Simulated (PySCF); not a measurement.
**Question.** Write Cartesian coordinates for `[Se]([SiH2]F)[SiH3]` as optimised with PBE0-D3(BJ)/def2-SVP.

**Answer.** 
```
atom  x, y, z in Å
F1     1.5292    1.6462   -0.5922
Si2    1.7939    0.1447   -0.0297
Se3    0.2088   -1.2781   -0.7839
Si4   -1.5522   -0.1322    0.1414
H5     3.0918   -0.3514   -0.5565
H6     1.7788    0.2442    1.4536
H7    -2.0373    0.9346   -0.7786
H8    -2.6362   -1.1282    0.3737
H9    -1.1165    0.4761    1.4330
```

Orientation and origin are arbitrary. Atoms count from 1 in this order. Si2 (fluorine-bound silicon) is tetrahedral (angles from 106.4° to 112.6°). Si4 (SiH3 silicon) is tetrahedral (angles from 106.7° to 111.0°). The Se–Si distances run from 2.260 Å (Si2–Se3, drawn single) to 2.296 Å (Se3–Si4, drawn single), a spread of 0.036 Å.

Bonds between heavy atoms (Å): F1–Si2 1.625, Si2–Se3 2.260, Se3–Si4 2.296.

Level of theory: PBE0-D3(BJ)/def2-SVP geometry optimisation, gas phase (PySCF 2.14.0).

Point group: C1 (no symmetry element, even within 0.4 Å). Whether it is a minimum is left open (no frequencies). One conformer, not necessarily the lowest (F1–Si2–Se3–Si4 -59°).
